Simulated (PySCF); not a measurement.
**Ir³⁺: ionisation energy**

Ir³⁺ [Xe] 4f14 5d6 [5d3/2^4 5d5/2^2, M_J = 4] → Ir⁴⁺ [Xe] 4f14 5d5 [5d3/2^4 5d5/2^1, M_J = 5/2], as a difference of total energies. All numbers are calculated (PySCF 2.14, the two-component X2C-1e Hamiltonian, in x2c-TZVPall-2c). Correlated levels: [Kr] 4d10 4f14 frozen; the 34 highest virtual spinors dropped. "Screened" scales the spin-orbit matrix elements by Boettger's factors to mimic the two-electron term; Breit and QED terms are absent.

Order these methods by the ionisation energy they give, lowest first.
A. GHF (spin-free)
B. GMP2 (screened spin-orbit)
C. GMP2 (spin-free)
D. GHF (screened spin-orbit)

A (39.560 eV), D (40.002 eV), C (40.552 eV), B (41.016 eV).

The spin-free rows relax to the high-spin LS determinant and lack the spin-orbit shift.

Errors of the correlated levels include the incompleteness of this basis and the frozen core.

The labels give the starting determinants; with spin-orbit coupling the two ends relaxed to ⟨J²⟩ = 20.04, ⟨L²⟩ = 6.87, ⟨S²⟩ = 5.70 and ⟨J²⟩ = 8.76, ⟨L²⟩ = 0.37, ⟨S²⟩ = 8.37.

For comparison: 40 ± 1.7 eV (theoretical estimate listed by NIST; NIST Atomic Spectra Database, ionization energies).
